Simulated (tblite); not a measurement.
Species: C5H9BOS.
Atom-mapped SMILES: `[CH2:1]=[CH:2][C@H:3]1[CH2:4][O:5][BH:6][S:7][CH2:8]1` (hydrogens: H9, H10 on C1; H11 on C2; H12 on C3; H13, H14 on C4; H15 on B6; H16, H17 on C8)

Computed with GFN2-xTB (tblite), gas phase: L-BFGS steps from a force-field or distance-geometry start until the largest atomic force falls under 0.01 eV/Å.

Step 14: E = -649.6790 eV
```
atom  x, y, z in Å  |  force x, y, z in eV/Å
C1      2.5996    0.4123   -0.0049   -0.030   0.071  -0.023
C2      1.6345   -0.4900    0.0131    0.077  -0.100   0.005
C3      0.1930   -0.0885    0.0726    0.016   0.188   0.109
C4     -0.6494   -0.4605   -1.1561   -0.014  -0.030  -0.032
O5     -1.6532    0.5221   -1.3222   -0.050  -0.126  -0.058
B6     -2.3544    0.9970   -0.2956    0.012   0.094  -0.136
S7     -2.1653    0.4350    1.3992    0.125  -0.154   0.201
C8     -0.5713   -0.5119    1.3226    0.009  -0.035   0.036
H9      2.3637    1.4611    0.0469    0.033   0.112  -0.015
H10     3.6489    0.1805   -0.0804   -0.086  -0.156   0.052
H11     1.8809   -1.5366   -0.0312   -0.128  -0.225  -0.004
H12     0.1941    1.0023    0.0690    0.073   0.319   0.061
H13    -1.1222   -1.4410   -1.0395   -0.010  -0.074   0.070
H14    -0.0608   -0.4833   -2.0745    0.117   0.142  -0.051
H15    -3.1093    1.8612   -0.5137   -0.106  -0.112  -0.002
H16    -0.0496   -0.2679    2.2497    0.052   0.106  -0.141
H17    -0.7862   -1.5799    1.3350   -0.089  -0.021  -0.072
```

Step 15: E = -649.6902 eV
```
atom  x, y, z in Å  |  force x, y, z in eV/Å
C1      2.6009    0.4049   -0.0051   -0.044   0.059  -0.018
C2      1.6364   -0.4995    0.0120    0.050  -0.034   0.048
C3      0.1935   -0.0853    0.0753    0.069   0.115  -0.010
C4     -0.6473   -0.4554   -1.1589   -0.050   0.043  -0.027
O5     -1.6579    0.5242   -1.3279    0.002  -0.138   0.043
B6     -2.3583    0.9957   -0.2992    0.012   0.004  -0.019
S7     -2.1614    0.4363    1.4052    0.022  -0.038   0.036
C8     -0.5748   -0.5059    1.3242    0.138  -0.049  -0.005
H9      2.3601    1.4540    0.0471    0.062   0.070  -0.022
H10     3.6521    0.1756   -0.0786   -0.127  -0.144   0.048
H11     1.8893   -1.5470   -0.0278   -0.199  -0.146  -0.010
H12     0.2077    1.0080    0.0730    0.034   0.217   0.050
H13    -1.1268   -1.4352   -1.0465    0.078  -0.034   0.048
H14    -0.0541   -0.4654   -2.0765    0.075   0.090   0.003
H15    -3.1336    1.8405   -0.5135   -0.099  -0.070  -0.013
H16    -0.0436   -0.2608    2.2434    0.064   0.119  -0.052
H17    -0.7891   -1.5728    1.3440   -0.088  -0.064  -0.100
```

Problem. Estimate the geometry and energy of step 16. (The exact step hangs on the optimiser's Hessian estimate; all steps are aligned on step 15, rigid shifts and turns removed.)

Solution. E = -649.6976 eV, largest force 0.229 eV/Å
```
atom  x, y, z in Å  |  force x, y, z in eV/Å
C1      2.6005    0.4025   -0.0057   -0.040   0.014  -0.008
C2      1.6376   -0.5046    0.0121   -0.010   0.023   0.058
C3      0.1945   -0.0800    0.0768    0.074   0.048  -0.084
C4     -0.6462   -0.4529   -1.1604   -0.024   0.077  -0.003
O5     -1.6615    0.5219   -1.3310    0.009  -0.106   0.088
B6     -2.3593    0.9953   -0.3018    0.000  -0.059   0.072
S7     -2.1586    0.4350    1.4094   -0.037   0.041  -0.081
C8     -0.5746   -0.5040    1.3245    0.171  -0.032  -0.045
H9      2.3597    1.4528    0.0466    0.074   0.019  -0.027
H10     3.6510    0.1696   -0.0765   -0.114  -0.120   0.041
H11     1.8890   -1.5552   -0.0265   -0.225  -0.041  -0.007
H12     0.2149    1.0165    0.0766    0.011   0.089   0.040
H13    -1.1277   -1.4336   -1.0476    0.144   0.005   0.027
H14    -0.0490   -0.4548   -2.0772    0.034   0.052   0.043
H15    -3.1460    1.8294   -0.5134   -0.087  -0.054  -0.017
H16    -0.0390   -0.2555    2.2384    0.073   0.100   0.009
H17    -0.7923   -1.5704    1.3456   -0.053  -0.056  -0.105
```

The energy changes by -0.0074 eV. The first-order estimate −F·Δx gives -0.0101 eV and the mean of the old and new forces, exact on a quadratic surface, -0.0074 eV. The step makes an angle of 54° with the force vector and moves no atom by more than 0.017 Å.

The cost below is that of the whole relaxation. On an Arm Neoverse V1 with one thread, shared host with 32 logical CPUs at a one-minute load of 28, this took 0.41 s wall.
